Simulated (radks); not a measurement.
The numbers below are computed, except where a source is named.
Task: The tin ion Sn29+, 21 electrons, occupied as [Ar] 3d3. Code: a radial shooting solver on a logarithmic mesh with Libxc functionals. Model: Dirac Kohn-Sham, PBE, spin-unpolarised, spherical densities, point nucleus; open shells are shared between the two j in proportion to 2j + 1.

Spin-orbit splittings of the eigenvalues, e(l+1/2) - e(l-1/2), with zeta = 2 splitting/(2l+1) and mean radii in bohr:

shell  occ.  splitting (eV)  zeta (eV)  <r> j=l-1/2  <r> j=l+1/2
2p        6           233.2      155.4       0.1051       0.1103
3p        6               ?          ?       0.3033       0.3121
3d        3           11.55      4.620       0.2759       0.2786

Estimate the 3p splitting.

Result: 51.31 eV (zeta = 34.21 eV).
